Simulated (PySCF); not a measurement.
C4H8OSi, SMILES CC1=C[C@H]([SiH3])O1. Atoms are numbered in the order given.

```xyz
14

C      2.5781     0.6107     0.5498
C      1.3036     0.1657    -0.0574
C      0.5102     0.4153    -1.1199
C     -0.4491    -0.6073    -0.5557
Si    -2.0736     0.0440     0.1854
O      0.5227    -0.8096     0.5447
H      2.4034     1.0251     1.5568
H      3.2745    -0.2372     0.6586
H      3.0509     1.3816    -0.0744
H      0.5244     1.0756    -1.9820
H     -0.5677    -1.5442    -1.1270
H     -1.7654     1.2334     1.0250
H     -2.7306    -1.0114     1.0095
H     -2.9983     0.4325    -0.9212
```
Charge 0, spin multiplicity 1.

The structure is a stationary point at B3LYP-D3(BJ)/def2-SVP. The structure was generated by enumeration; whether it is a known compound was not checked.

Two levels are set side by side: PBE/pcSseg-1 (PySCF) and KT2/pcSseg-1 (PySCF). GIAO shifts against H2O (¹⁷O), TMS (²⁹Si), TMS (¹H), TMS (¹³C) at the same level; non-relativistic, no solvent, atoms listed together averaged. Differences are taken from unrounded values.

```
quantity                PBE
--------------------  -----
δ(¹³C) of C1 (ppm)     19.7
δ(¹³C) of C2 (ppm)    170.1
δ(¹³C) of C3 (ppm)    109.4
δ(¹³C) of C4 (ppm)     86.5
δ(²⁹Si) of Si5 (ppm)  -67.9
δ(¹⁷O) of O6 (ppm)    219.0
δ(¹H) of H10 (ppm)     5.94
δ(¹H) of H11 (ppm)     5.81
```

Question: These are the PBE values. What does KT2 give? (An estimate is asked for; the answer gives what the named calculation found.)

Answer: 
```json
[
 {"quantity": "δ(¹³C) of C1 (ppm)", "KT2": "19.9", "PBE minus KT2": "-0.2"},
 {"quantity": "δ(¹³C) of C2 (ppm)", "KT2": "163.6", "PBE minus KT2": "6.5"},
 {"quantity": "δ(¹³C) of C3 (ppm)", "KT2": "105.2", "PBE minus KT2": "4.2"},
 {"quantity": "δ(¹³C) of C4 (ppm)", "KT2": "84.6", "PBE minus KT2": "1.9"},
 {"quantity": "δ(²⁹Si) of Si5 (ppm)", "KT2": "-66.4", "PBE minus KT2": "-1.5"},
 {"quantity": "δ(¹⁷O) of O6 (ppm)", "KT2": "210.9", "PBE minus KT2": "8.0"},
 {"quantity": "δ(¹H) of H10 (ppm)", "KT2": "5.92", "PBE minus KT2": "0.01"},
 {"quantity": "δ(¹H) of H11 (ppm)", "KT2": "5.87", "PBE minus KT2": "-0.05"}
]
```

Rough cost on one machine, each run with all the roots and properties that it gave: KT2 against PBE within a factor of 2.
